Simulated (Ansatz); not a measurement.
Telling isomers of C3H5BO2 apart by their spectra

These gas-phase data were calculated for one isomer of C3H5BO2 at r2SCAN-D4/def2-SVP (harmonic, unscaled wavenumbers; equilibrium rotational constants with average atomic masses):

```
rotational constants            : 8.801, 2.012, 1.657 GHz
all wavenumbers above 1500 cm⁻¹ : 3873, 3864, 3217, 3128, 3125, 2043
```

Candidates:

(1) `C=C=CB(O)O`, a singlet
(2) `C#CCB(O)O`, a singlet
(3) `C=C1COBO1`, a singlet

Assign the data to one candidate and say why.

Candidate (1). The band at 3873 cm⁻¹ lies where the O–H stretch is expected; (3) has no mode between 3300 and 4000 cm⁻¹. No mode falls between 3300 and 3560 cm⁻¹, where the ≡C–H stretch of (2) would stand.

The same quantities for all candidates:

```tsv
	rotational constants (GHz)	wavenumbers above 1500 cm⁻¹	E above the lowest, r2SCAN-D4/def2-SVP (kcal/mol)
(1)	8.801, 2.012, 1.657	3873, 3864, 3217, 3128, 3125, 2043	4.6
(2)	8.54, 2.207, 1.773	3839, 3764, 3473, 3083, 3033, 2200	6.7
(3)	8.186, 3.715, 2.598	3282, 3171, 3097, 3043, 2718, 1748	0.0
```

Harmonic stretches to hydrogen usually lie a few per cent above observed fundamentals. Each candidate is one conformer. Programs: Ansatz 0.2.0.
